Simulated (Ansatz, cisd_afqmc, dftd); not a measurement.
System: ZnS, charge 0, singlet. ZnS (SMILES [S]=[Zn]).
B3LYP-D3(BJ)/def2-TZVP minimum from Ansatz (a program for electronic structure):
```xyz
2

Zn     0.0000     0.0000    -0.7229
S      0.0000     0.0000     1.3554
```

Property: atomisation energy (electronic, to ground-state atoms), in kcal/mol. Open shells are spin-unrestricted; no spin-orbit coupling. The -DK rows use spin-free X2C, correlate 3s3p of the metal (1s2s2p frozen) and give its partners the cc-pVXZ-DK valence sets. The Monte Carlo rows (phaseless AFQMC, CISD trial, step 0.005/hartree) carry one-sigma bars that omit the constraint's bias. Outlying blocks are dropped, and bars are widened where a walk drifts. Over all cases where full CI ran beside it in this data, AFQMC minus full CI had a median of +0.1 mEh and passed +0.4 mEh in a tenth of the cases. CBS(X,Y): correlation extrapolated as X^-3, Hartree-Fock from the larger set. A bracket is a step between two methods taken in the basis named. The functionals are non-relativistic, so their misses hold any scalar relativity. Double hybrids freeze cores in their MP2 part. The restricted determinant of SZn ([S]=[Zn], singlet) is unstable towards broken spin symmetry in at least one set run. The spin of SZn ([S]=[Zn], singlet) was assumed, and the state is the lowest solution found for it.

| level | program | atomisation energy (kcal/mol) |
|---|---|---|
| HF/cc-pwCVTZ-DK | Ansatz | -6.3 |
| B3LYP-D4/def2-TZVPD | Ansatz + dftd4 | 30.2 |
| CAM-B3LYP/def2-TZVPD | Ansatz | 26.7 |
| B2PLYP-D3(BJ)/def2-TZVPD | Ansatz + dftd3 | 33.0 |
| AFQMC/CISD/cc-pwCVTZ-DK | cisd_afqmc | 27.4 ± 0.5 |
| CCSD(T)/CBS(cc-pwCVTZ-DK,cc-pwCVQZ-DK) + [AFQMC/CISD - CCSD(T)]/cc-pwCVTZ-DK | Ansatz + cisd_afqmc | 32.9 ± 0.5 |
